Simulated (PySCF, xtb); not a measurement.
Al(F)(SiH3)2 (AlFH₆Si₂), SMILES [F][Al]([SiH3])[SiH3].

xtb with GFN2-xTB at its own geometry gives an orbital gap of 3.12 eV and a dipole moment of 1.32 D.

Coordinates come from a B3LYP-D3(BJ)/def2-SVP optimisation. The structure was generated by enumeration; whether it is a known compound was not checked.

Q: What does ωB97X/def2-TZVP (PySCF) give? (The exact figures need the calculation; the answer reports its results.)

A: gap 9.32 eV (levels -9.52 and -0.20 eV), dipole 1.20 D.
